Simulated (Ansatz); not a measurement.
Job for Ansatz (a program for electronic structure): R-BLYP/def2-TZVPP on CH5Al (SMILES [CH3][AlH2]), a point of a torsion scan.

Ansatz 0.2 input:
```yaml
crystal:
  periodic: [false, false, false]
  atoms:
    - {symbol: C, position_ang: [-0.91409809, -0.06299950, 0.00344470]}
    - {symbol: Al, position_ang: [1.06517403, 0.07941564, -0.00159039]}
    - {symbol: H, position_ang: [-1.38659817, 0.48623065, -0.82076013]}
    - {symbol: H, position_ang: [-1.24279973, -1.10649385, -0.08985702]}
    - {symbol: H, position_ang: [-1.37119934, 0.32556547, 0.92221053]}
    - {symbol: H, position_ang: [1.84483292, 1.41478281, 0.11187117]}
    - {symbol: H, position_ang: [2.00549839, -1.14868778, -0.12154127]}
basis:
  gaussian:
    orbitals: def2-TZVPP
hamiltonian:
  xc: {name: BLYP}
scf: {lower_state_search: off}
```

What total energy does the run end on?

-283.5191 hartree.
